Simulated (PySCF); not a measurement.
**Partial charges of `CN(C)Cc1ccccc1`**

Compound: C₉H₁₃N.
Atom-mapped SMILES: `[CH3:1][N:2]([CH3:3])[CH2:4][c:5]1[cH:6][cH:7][cH:8][cH:9][cH:10]1` (hydrogens: H11, H12, H13 on C1; H14, H15, H16 on C3; H17, H18 on C4; H19 on C6; H20 on C7; H21 on C8; H22 on C9; H23 on C10)

Structure used (PBE0-D3(BJ)/def2-SVP), in Å, numbered top down from 1:
```
atom  x, y, z in Å
C1    -2.1811   -0.9432    0.4004
N2    -1.8467    0.3893   -0.0352
C3    -3.0025    1.1315   -0.4636
C4    -0.7790    0.4081   -1.0064
C5     0.5478   -0.0354   -0.4416
C6     1.4185   -0.8328   -1.1877
C7     2.6619   -1.2037   -0.6759
C8     3.0454   -0.7866    0.5968
C9     2.1777    0.0026    1.3532
C10    0.9396    0.3758    0.8375
H11   -1.2843   -1.4556    0.7785
H12   -2.6135   -1.5696   -0.4135
H13   -2.9167   -0.8995    1.2182
H14   -3.5051    0.6915   -1.3559
H15   -3.7460    1.1732    0.3474
H16   -2.7196    2.1653   -0.7150
H17   -0.6749    1.4464   -1.3683
H18   -1.0154   -0.2056   -1.9073
H19    1.1161   -1.1711   -2.1831
H20    3.3310   -1.8287   -1.2727
H21    4.0167   -1.0802    1.0023
H22    2.4699    0.3293    2.3544
H23    0.2445    0.9816    1.4239
```

Density: PBE0/pcSseg-1 (PySCF); schemes: Mulliken, IAO, Hirshfeld and ESP-fitted. The structure is a single PBE0-D3(BJ)/def2-SVP conformer in the gas phase; no vibrational or solvent corrections.

Q: Give the atomic charges in each scheme.

A: In e:

```json
{"atom": "C1", "environment": "N-methyl carbon", "Mulliken": "-0.096", "IAO": "-0.299", "Hirshfeld": "-0.074", "ESP-fitted": "-0.461"}
{"atom": "N2", "environment": "tertiary amine nitrogen", "Mulliken": "-0.616", "IAO": "-0.242", "Hirshfeld": "-0.088", "ESP-fitted": "-0.029"}
{"atom": "C3", "environment": "N-methyl carbon", "Mulliken": "-0.092", "IAO": "-0.295", "Hirshfeld": "-0.070", "ESP-fitted": "-0.564"}
{"atom": "C4", "environment": "sp3 carbon bound to nitrogen", "Mulliken": "+0.141", "IAO": "-0.148", "Hirshfeld": "-0.023", "ESP-fitted": "-0.180"}
{"atom": "C5", "environment": "substituted aromatic carbon", "Mulliken": "-0.372", "IAO": "0.000", "Hirshfeld": "+0.004", "ESP-fitted": "+0.063"}
{"atom": "C6", "environment": "aromatic CH carbon", "Mulliken": "-0.030", "IAO": "-0.160", "Hirshfeld": "-0.054", "ESP-fitted": "-0.159"}
{"atom": "C7", "environment": "aromatic CH carbon", "Mulliken": "-0.084", "IAO": "-0.150", "Hirshfeld": "-0.052", "ESP-fitted": "-0.161"}
{"atom": "C8", "environment": "aromatic CH carbon", "Mulliken": "-0.085", "IAO": "-0.156", "Hirshfeld": "-0.054", "ESP-fitted": "-0.155"}
{"atom": "C9", "environment": "aromatic CH carbon", "Mulliken": "-0.078", "IAO": "-0.149", "Hirshfeld": "-0.050", "ESP-fitted": "-0.198"}
{"atom": "C10", "environment": "aromatic CH carbon", "Mulliken": "+0.018", "IAO": "-0.154", "Hirshfeld": "-0.050", "ESP-fitted": "-0.066"}
{"atom": "H11", "environment": "methyl hydrogen", "Mulliken": "+0.139", "IAO": "+0.149", "Hirshfeld": "+0.036", "ESP-fitted": "+0.174"}
{"atom": "H12", "environment": "methyl hydrogen", "Mulliken": "+0.079", "IAO": "+0.097", "Hirshfeld": "+0.022", "ESP-fitted": "+0.141"}
{"atom": "H13", "environment": "methyl hydrogen", "Mulliken": "+0.115", "IAO": "+0.140", "Hirshfeld": "+0.042", "ESP-fitted": "+0.164"}
{"atom": "H14", "environment": "methyl hydrogen", "Mulliken": "+0.076", "IAO": "+0.097", "Hirshfeld": "+0.023", "ESP-fitted": "+0.159"}
{"atom": "H15", "environment": "methyl hydrogen", "Mulliken": "+0.117", "IAO": "+0.141", "Hirshfeld": "+0.043", "ESP-fitted": "+0.196"}
{"atom": "H16", "environment": "methyl hydrogen", "Mulliken": "+0.115", "IAO": "+0.140", "Hirshfeld": "+0.043", "ESP-fitted": "+0.183"}
{"atom": "H17", "environment": "methylene hydrogen", "Mulliken": "+0.138", "IAO": "+0.146", "Hirshfeld": "+0.043", "ESP-fitted": "+0.128"}
{"atom": "H18", "environment": "methylene hydrogen", "Mulliken": "+0.085", "IAO": "+0.096", "Hirshfeld": "+0.025", "ESP-fitted": "+0.101"}
{"atom": "H19", "environment": "aromatic hydrogen", "Mulliken": "+0.073", "IAO": "+0.143", "Hirshfeld": "+0.045", "ESP-fitted": "+0.127"}
{"atom": "H20", "environment": "aromatic hydrogen", "Mulliken": "+0.094", "IAO": "+0.149", "Hirshfeld": "+0.049", "ESP-fitted": "+0.145"}
{"atom": "H21", "environment": "aromatic hydrogen", "Mulliken": "+0.093", "IAO": "+0.149", "Hirshfeld": "+0.048", "ESP-fitted": "+0.146"}
{"atom": "H22", "environment": "aromatic hydrogen", "Mulliken": "+0.095", "IAO": "+0.149", "Hirshfeld": "+0.049", "ESP-fitted": "+0.152"}
{"atom": "H23", "environment": "aromatic hydrogen", "Mulliken": "+0.075", "IAO": "+0.157", "Hirshfeld": "+0.043", "ESP-fitted": "+0.093"}
```

Mean size of the charges over all atoms: ESP-fitted 0.172 e, IAO 0.152 e, Mulliken 0.126 e, Hirshfeld 0.045 e. Each set sums to the total charge, 0, to within 0.001 e. The ESP scheme fits charges at the nuclei, held to the total charge, to the electrostatic potential on points at 1.4 to 2.0 times the van der Waals radii. The Mulliken scheme gives each basis function's population to the atom it is centred on and halves the overlap population of two atoms between them.

Lowest charge. The schemes don't all agree: Mulliken N2 (-0.616); IAO C1 (-0.299); Hirshfeld N2 (-0.088); ESP-fitted C3 (-0.564).

Highest charge. The schemes don't all agree: Mulliken C4 (+0.141); IAO H23 (+0.157); Hirshfeld H20 and H22 (+0.049); ESP-fitted H15 (+0.196).

Q: Sum the charges by element, for elements with more than one atom.

A: 
```json
{"element": "C", "atoms": "9", "Mulliken": "-0.678", "IAO": "-1.510", "Hirshfeld": "-0.424", "ESP-fitted": "-1.881"}
{"element": "H", "atoms": "13", "Mulliken": "+1.294", "IAO": "+1.752", "Hirshfeld": "+0.511", "ESP-fitted": "+1.910"}
```

Q: How closely do the schemes follow one another over all atoms?

A: Correlation coefficient and root-mean-square difference: IAO with Hirshfeld 0.98, 0.117 e; IAO with ESP-fitted 0.91, 0.088 e; Hirshfeld with ESP-fitted 0.85, 0.167 e; Mulliken with Hirshfeld 0.66, 0.149 e; Mulliken with IAO 0.60, 0.151 e; Mulliken with ESP-fitted 0.37, 0.217 e.

Q: How many electrons does the Hirshfeld scheme count on N2?

A: Z − q = 7 − (-0.088) = 7.088.

These values come from a run that also computed NMR shieldings. On one thread, x86-64 server, no GPU, shared host, this took 60 s of wall time.
